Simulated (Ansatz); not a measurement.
Job for Ansatz (a quantum-chemistry and plane-wave program): U-CCSD(T)/def2-SVP on BrHSi (SMILES [SiH]Br), a point of a bond scan (R = 4.533 Å). The run froze 19 orbitals, filled d shells among them.

Ansatz 0.2 input:
```yaml
crystal:
  periodic: [false, false, false]
  atoms:
    - {symbol: Si, position_ang: [-0.89669569, -0.76104712, 1.06218335]}
    - {symbol: H, position_ang: [-1.89251546, -1.22928872, 0.00776741]}
    - {symbol: Br, position_ang: [1.72219597, 1.44012988, -1.91237387]}
basis:
  gaussian:
    orbitals: def2-SVP
correlation: {method: ccsd_t, electrons: outside_noble_gas}
scf: {omitted_lower_state_checks: [cluster_reference]}
magnetization: {spin_polarized: true, initial_magnetization: 0}
```

It printed:

```
WARN ansatz: RAYON_NUM_THREADS=1 ignored (pool sized by the plan → 1); use --threads N
Functional definition: HF
these checks for a lower state are left out or cut short: cluster_reference
integrals: 0.03 GiB planned
528 factors; integrals over basis functions are off by at most 9.8e-4 eV
mean field: 0.20 GiB planned
mean field evaluation 1: about -77859.3734 eV, gradient 1.4e1 eV
mean field evaluation 2: about -77859.3743 eV, gradient 1.4e1 eV
mean field evaluation 4: about -77860.9374 eV, gradient 4.2e0 eV
mean field evaluation 8: about -77861.3508 eV, gradient 4.3e-1 eV
mean field evaluation 16: about -77861.3633 eV, gradient 1.8e-6 eV
mean field evaluation 32: about -77863.1398 eV, gradient 1.8e-2 eV
mean field evaluation 64: about -77862.1976 eV, gradient 8.5e0 eV
mean field evaluation 96: about -77862.0307 eV, gradient 9.7e0 eV
mean field evaluation 128: about -77863.1277 eV, gradient 8.4e-4 eV
mean field evaluation 160: about -77863.1398 eV, gradient 2.1e-2 eV
mean field evaluation 192: about -77863.1297 eV, gradient 2.9e-1 eV
mean field evaluation 224: about -77863.1014 eV, gradient 4.7e-2 eV
mean field evaluation 256: about -77858.9089 eV, gradient 7.2e0 eV
mean field evaluation 288: about -77859.4855 eV, gradient 5.8e-1 eV
mean field evaluation 320: about -77859.3731 eV, gradient 1.4e1 eV
mean field -77863.13984422 eV, -2861.4176117435 hartree, gradient 1.3e-6 eV, S^2 1.004793; 19 other end points of the search recorded, 0 dependent functions left out
19 core orbitals not correlated
reference -77863.13984422 eV, -2861.4176117435 hartree; 6, 6 occupied and 30, 30 virtual orbitals, 528 factors
second order -4.40808941 eV of doubles, -0.00000000 eV of singles
coupled cluster: 0.09 GiB planned
cycle   1  -5.14734398 eV  change   -7.4e-1 eV  update   6.9e-2
cycle   2  -5.42778786 eV  change   -2.8e-1 eV  update   2.9e-2
cycle   3  -5.44714511 eV  change   -1.9e-2 eV  update   1.1e-2
cycle   4  -5.44672183 eV  change    4.2e-4 eV  update   5.0e-3
cycle   5  -5.44766811 eV  change   -9.5e-4 eV  update   3.9e-3
cycle   6  -5.44713746 eV  change    5.3e-4 eV  update   2.5e-3
cycle   7  -5.44791888 eV  change   -7.8e-4 eV  update   1.2e-3
cycle   8  -5.44834129 eV  change   -4.2e-4 eV  update   7.6e-4
cycle   9  -5.44813964 eV  change    2.0e-4 eV  update   5.8e-4
cycle  10  -5.44832007 eV  change   -1.8e-4 eV  update   4.1e-4
cycle  11  -5.44835274 eV  change   -3.3e-5 eV  update   2.9e-4
cycle  12  -5.44842406 eV  change   -7.1e-5 eV  update   2.0e-4
cycle  13  -5.44838848 eV  change    3.6e-5 eV  update   1.7e-4
cycle  14  -5.44833486 eV  change    5.4e-5 eV  update   1.7e-4
cycle  15  -5.44830819 eV  change    2.7e-5 eV  update   1.6e-4
cycle  16  -5.44835963 eV  change   -5.1e-5 eV  update   1.6e-4
cycle  17  -5.44842129 eV  change   -6.2e-5 eV  update   1.5e-4
cycle  18  -5.44846270 eV  change   -4.1e-5 eV  update   1.4e-4
cycle  19  -5.44845095 eV  change    1.2e-5 eV  update   1.1e-4
cycle  20  -5.44840706 eV  change    4.4e-5 eV  update   6.3e-5
cycle  21  -5.44842843 eV  change   -2.1e-5 eV  update   3.4e-5
cycle  22  -5.44843746 eV  change   -9.0e-6 eV  update   2.2e-5
cycle  23  -5.44844312 eV  change   -5.7e-6 eV  update   1.7e-5
cycle  24  -5.44844156 eV  change    1.6e-6 eV  update   1.4e-5
coupled cluster: 0.09 GiB planned
perturbative correction -0.08404469 eV, -0.0030885855 hartree
Total energy: -77868.67233048 eV, -2861.6209268632 hartree
Checks for a lower state left out: cluster_reference
```

The run converged. Its determinant has ⟨S²⟩ = 1.00, a mixture of spin states.

Cost: roughly 25 core-seconds.
